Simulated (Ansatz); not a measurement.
The same redistribution along the group B, Al, Ga, In.

Gas-phase electronic energies from Ansatz, PBE0-D4/def2-TZVP geometries. CCSD(T)/CBS is the MP2 limit (def2-TZVPP, def2-QZVPP) plus CCSD(T) − MP2 in def2-TZVPP, frozen cores. This one scheme is used for every species. Functionals use def2-TZVPP. def2 core potentials past Kr. For Ga, In, Sc outer-core shells are correlated without core-valence functions, which leaves a few kJ/mol of doubt a bond. Scalar relativity is left out up to krypton. Each species was taken in one conformer, which may not be the lowest.

| reaction | CCSD/CBS(def2) (kcal/mol) | B97M-V (kcal/mol) | CCSD(T)/CBS(def2) (kcal/mol) |
| --- | --- | --- | --- |
| `BF` + `[F][Sc]([Cl])[O][SiH3]` → `BO[SiH3]` + `[F][Sc]([F])[Cl]` | -2.7 | -5.4 | -2.8 |
| `[F][AlH2]` + `[F][Sc]([Cl])[O][SiH3]` → `[AlH2][O][SiH3]` + `[F][Sc]([F])[Cl]` | 2.5 | -0.9 | 2.6 |
| `[F][GaH2]` + `[F][Sc]([Cl])[O][SiH3]` → `[SiH3][O][GaH2]` + `[F][Sc]([F])[Cl]` | -0.9 | -2.7 | -1.0 |
| `[F][InH2]` + `[F][Sc]([Cl])[O][SiH3]` → `[SiH3][O][InH2]` + `[F][Sc]([F])[Cl]` | -0.5 | -2.2 | -0.7 |

Largest T1 diagnostic: 0.016, for `[F][InH2]`.
